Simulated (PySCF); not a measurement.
# Zr⁺ (zirconium, charge +1) across methods

[Kr] 4d1 5s1 5p1, one real determinant (an excited configuration). Computed with PySCF 2.14 in aug-cc-pVDZ-PP with ECP28MDF, with scalar relativity through the core potential.

```json
{"method": "HSE06", "E (hartree)": "-46.3345", "mean ε 4d α (eV)": "-14.777", "mean ε 5s α (eV)": "-12.632", "mean ε 5p α (eV)": "-8.605", "Σ⟨r²⟩ (bohr²)": "50.36", "⟨S²⟩": "3.751"}
{"method": "PBE", "E (hartree)": "-46.3421", "mean ε 4d α (eV)": "-13.837", "mean ε 5s α (eV)": "-12.180", "mean ε 5p α (eV)": "-8.287", "Σ⟨r²⟩ (bohr²)": "50.23", "⟨S²⟩": "3.750"}
{"method": "LDA", "E (hartree)": "-46.1990", "mean ε 4d α (eV)": "-13.682", "mean ε 5s α (eV)": "-12.364", "mean ε 5p α (eV)": "-8.252", "Σ⟨r²⟩ (bohr²)": "50.22", "⟨S²⟩": "3.750"}
{"method": "TPSSh", "E (hartree)": "-46.3305", "mean ε 4d α (eV)": "-14.463", "mean ε 5s α (eV)": "-12.433", "mean ε 5p α (eV)": "-8.585", "Σ⟨r²⟩ (bohr²)": "50.37", "⟨S²⟩": "3.751"}
{"method": "PBE0", "E (hartree)": "-46.3344", "mean ε 4d α (eV)": "-15.192", "mean ε 5s α (eV)": "-13.007", "mean ε 5p α (eV)": "-8.985", "Σ⟨r²⟩ (bohr²)": "50.36", "⟨S²⟩": "3.751"}
{"method": "CAM-B3LYP", "E (hartree)": "-46.3036", "mean ε 4d α (eV)": "-16.369", "mean ε 5s α (eV)": "-14.118", "mean ε 5p α (eV)": "-9.769", "Σ⟨r²⟩ (bohr²)": "50.22", "⟨S²⟩": "3.750"}
{"method": "r2SCAN", "E (hartree)": "-46.3605", "mean ε 4d α (eV)": "-14.177", "mean ε 5s α (eV)": "-12.356", "mean ε 5p α (eV)": "-8.368", "Σ⟨r²⟩ (bohr²)": "50.27", "⟨S²⟩": "3.751"}
{"method": "PBEsol", "E (hartree)": "-46.2483", "mean ε 4d α (eV)": "-13.720", "mean ε 5s α (eV)": "-12.229", "mean ε 5p α (eV)": "-8.260", "Σ⟨r²⟩ (bohr²)": "50.15", "⟨S²⟩": "3.750"}
```

Problem. Estimate the same row for UHF.

Solution. E (hartree) = -45.95426; mean ε 4d α (eV) = -18.276; mean ε 5s α (eV) = -15.005; mean ε 5p α (eV) = -10.056; Σ⟨r²⟩ (bohr²) = 51.34; ⟨S²⟩ = 3.753.

⟨L²⟩ = 8.03 against 12 for a pure F term, so this real determinant mixes terms. Energies and moments cover only the electrons outside the core potential.
